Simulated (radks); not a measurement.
Coulomb parameter of the 5d shell of the tungsten ion W3+ in the model configuration [Xe] 4f14 5d2 6s1, as a second difference U = [E(n + 0.5) + E(n - 0.5) - 2 E(n)] / (0.5)^2 with all orbitals relaxed. "Bare": the charge of the atom changes with n. "Screened": the 6s shell takes up the change at fixed total charge, which measures U(5d,5d) + U(6s,6s) - 2 U(5d,6s). Method: Dirac Kohn-Sham, PBEsol, spin-unpolarised, spherical densities, point nucleus; open shells are shared between the two j in proportion to 2j + 1; computed with a radial shooting solver on a logarithmic mesh with Libxc functionals.

[
 {"case": "start", "configuration": "[Xe] 4f14 5d2 6s1", "E - E(n) (eV)": "0.000"},
 {"case": "bare +0.5", "configuration": "[Xe] 4f14 5d2.5 6s1", "E - E(n) (eV)": "-15.282"},
 {"case": "bare -0.5", "configuration": "[Xe] 4f14 5d1.5 6s1", "E - E(n) (eV)": "18.313"},
 {"case": "screened +0.5", "configuration": "[Xe] 4f14 5d2.5 6s0.5", "E - E(n) (eV)": "-1.781"},
 {"case": "screened -0.5", "configuration": "[Xe] 4f14 5d1.5 6s1.5", "E - E(n) (eV)": "2.012"}
]

U(bare) = 12.126 eV, U(screened by 6s) = 0.925 eV.
